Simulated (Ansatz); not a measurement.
Geometry optimisation, UKS BLYP/def2-SVP in Ansatz.

input.yaml

```yaml
crystal:
  periodic: [false, false, false]
  atoms:
    - { symbol: Sn, position_ang: [-0.013889, -0.070838, -0.051769] }
    - { symbol: H, position_ang: [0.310596, 0.364768, 2.837481] }
    - { symbol: O, position_ang: [1.805947, -0.005054, -0.960987] }
    - { symbol: H, position_ang: [2.194805, -0.905897, -0.944806] }
    - { symbol: O, position_ang: [-0.895656, 1.552694, -0.933384] }
    - { symbol: H, position_ang: [-1.86749, 1.515828, -0.801772] }
    - { symbol: O, position_ang: [-0.839595, -1.812093, -0.76898] }
    - { symbol: H, position_ang: [-1.514044, -2.163748, -0.149791] }
    - { symbol: Cl, position_ang: [-0.272975, -0.124161, 3.941207] }
magnetization:
  spin_polarized: true
  initial_magnetization: 1
basis:
  gaussian: { orbitals: def2-SVP }
hamiltonian:
  xc: blyp
relax:
  f_tol: 0.03
  max_steps: 50
```

Run as:

```bash
$ ansatz run input.yaml --threads 4 --pin off --max-ram 5120MiB --backend cpu --events-out ev --progress --plain --runs-dir out
```

Q: Where does it end, and by what steps?

A: The run converged. The force dipped under the threshold on the way, but the program's further checks kept it going. After 16 steps the energy has fallen by 0.051 eV; H2 moved furthest, 0.84 Å.

```tsv
step	energy less start (eV)	largest force component (eV/Å)	accepted
0	0.0000	0.747	yes
1	-0.0063	0.593	yes
2	-0.0093	0.604	yes
3	0.0067	0.706	no
4	-0.0279	0.101	yes
5	-0.0320	0.111	yes
6	-0.0398	0.093	yes
7	-0.0400	0.089	yes
8	-0.0406	0.063	yes
9	-0.0345	0.634	no
10	-0.0447	0.054	yes
11	-0.0470	0.209	yes
12	-0.0430	0.132	no
13	-0.0492	0.017	yes
14	-0.0502	0.031	yes
15	-0.0505	0.108	yes
16	-0.0509	0.025	yes
```

```xyz
9
Properties=species:S:1:pos:R:3
Sn -0.010 -0.073 -0.132
H 0.474 0.566 3.638
O 1.802 -0.020 -1.063
H 2.128 -0.942 -1.150
O -0.914 1.508 -1.089
H -1.817 1.636 -0.725
O -0.752 -1.881 -0.793
H -1.457 -2.203 -0.191
Cl -0.547 -0.240 3.671
```

Whether the end is a true minimum wasn't checked by a vibrational analysis.

Time of the run: 29 s on 4 threads of Arm Neoverse V2, with other jobs on the host, peak memory 0.18 GiB.
